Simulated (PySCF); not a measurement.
Exercise with solution: entropy of an ideal gas

KCl, SMILES [Cl][K].

The structure is a stationary point at PBE-D3(BJ)/def2-TZVPD.

PBE-D3(BJ)/def2-TZVPD in PySCF 2.14.0 gives the harmonic wavenumbers 265 cm⁻¹ and the rotational temperature 0.1788 K. The molar mass is 74.55 g/mol, the symmetry number 1, the spin multiplicity 1.

### Question
Work out the entropy at 298.15 K and 1 atm in the rigid-rotor, harmonic-oscillator model.

### Answer

Translation (Sackur–Tetrode at 1 atm): S = R[1.5 ln M + 2.5 ln T − 1.16487] = 162.5 J/(mol K).
Rotation: q = T/(σ θ) = 1670, S = R[ln q + 1] = 70.0 J/(mol K).
Vibration: with u = 1.4388 ν/T, each mode gives R[u/(e^u − 1) − ln(1 − e^−u)]:
| ν (cm⁻¹) | modes | u | S (J/(mol K)) |
|---|---|---|---|
| 265 | 1 | 1.28 | 6.81 |
These are all the modes. Sum 6.8 J/(mol K).
Spin: R ln 1 = 0.0 J/(mol K).
Total 239.3 J/(mol K); the program's own thermochemistry gives 239.3. Translation makes up 68 % and vibration 3 %. Anharmonicity, hindered rotation and orbital degeneracy are left out.
